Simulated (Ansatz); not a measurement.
`C[SiH](N)[GeH3]` + H₂ → `N[SiH2][GeH3]` + CH₄ at 298.15 K and 1 bar (hydrogenolysis of the Si–C bond).

Calculated with Ansatz (gas phase, PBE0-D4/def2-TZVP geometries, no zero-point term in ΔE). CBS: MP2 limit from def2 TZ/QZ plus the TZ coupled-cluster correction, frozen cores. This one scheme is used for every species. For Ge outer-core shells are correlated without core-valence functions, which leaves a few kJ/mol of doubt a bond. Scalar relativity is left out up to krypton. One conformer a species, not always the lowest.

```csv
species,CCSD(T)/CBS energy (Eh),H − E (kJ/mol),S (J/(mol·K))
`C[SiH](N)[GeH3]`,-2463.40010,274.1,378.2
H₂,-1.17544,35.1,130.4
`N[SiH2][GeH3]`,-2424.12162,193.9,339.7
CH₄,-40.46206,127.4,186.2
```

H − E and S are ideal-gas, rigid-rotor, harmonic terms from PBE0-D4/def2-TZVP, for one conformer and one mirror image of each species. For small species the MP2-based limit differs from directly extrapolated CCSD(T) by up to some mEh (0.8 for H₂); such offsets cancel only in part. 1 Eh = 2625.50 kJ/mol, R = 8.31446 J/(mol·K).

Q: By hand: ΔE, ΔH, ΔS and ΔG.

A: ΔE = (-2424.12162) + (-40.46206) − (-2463.40010) − (-1.17544) = -0.00814 Eh = -21.4 kJ/mol. Δ(H − E) = 193.9 + 127.4 − 274.1 − 35.1 = 12.1, so ΔH = -9.3 kJ/mol. ΔS = 339.7 + 186.2 − 378.2 − 130.4 = 17.3 J/(mol·K). ΔG = -9.3 − 298.15 × (17.3)/1000 = -14.5 kJ/mol.

Q: By hand: the equilibrium constant, and the temperature at which ΔG would vanish if ΔH and ΔS stayed fixed.

A: log₁₀ K = −ΔG/(RT ln 10) = 2.5. ΔH and −TΔS have one sign here, so there is no such temperature.

TΔS isn't small against ΔH here. A doubt of 5 kJ/mol in ΔE shifts log₁₀ K by 0.9 here. Other conformers and mirror images would add mixing entropy, several J/(mol·K) or more a flexible species. These are equilibria of isolated gas molecules and say nothing of rates. Largest T1 diagnostic: 0.011 (customary marks: 0.02 for closed shells, 0.045 for open ones).
